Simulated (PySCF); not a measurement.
C4H8O2, SMILES C1OCCOC1. Coordinates come from a PBE0-D3(BJ)/def2-SVP optimisation. One conformer was computed; it need not be the lowest.

All values below come from PBE0-D3(BJ)/def2-SVP run with PySCF.

Harmonic wavenumbers (cm⁻¹): 100, 296, 299, 471, 511, 596, 871, 882, 908, 928, 1057, 1086, 1114, 1142, 1203, 1226, 1257, 1279, 1294, 1313, 1354, 1402, 1409, 1439, 1481, 1486, 1494, 1504, 2996, 3013, 3014, 3018, 3107, 3109, 3110, 3111. Rotational constants (GHz): 5.177, 4.610, 2.825; symmetry number 4.

Question: Work out the zero-point energy and the ideal-gas rigid-rotor harmonic-oscillator thermochemistry at 298.15 K and 1 atm.

Answer: ZPE = ½ Σ hcν = ½ × 53883 cm⁻¹ = 77.03 kcal/mol. H − E(el) = 81.07 kcal/mol. Entropy in cal/(mol K): translation 39.34, rotation 23.21, vibration 9.27, total 71.82. G − E(el) = 59.65 kcal/mol. Cp = 21.72 cal/(mol K). Modes under 150 cm⁻¹ make the vibrational entropy uncertain.
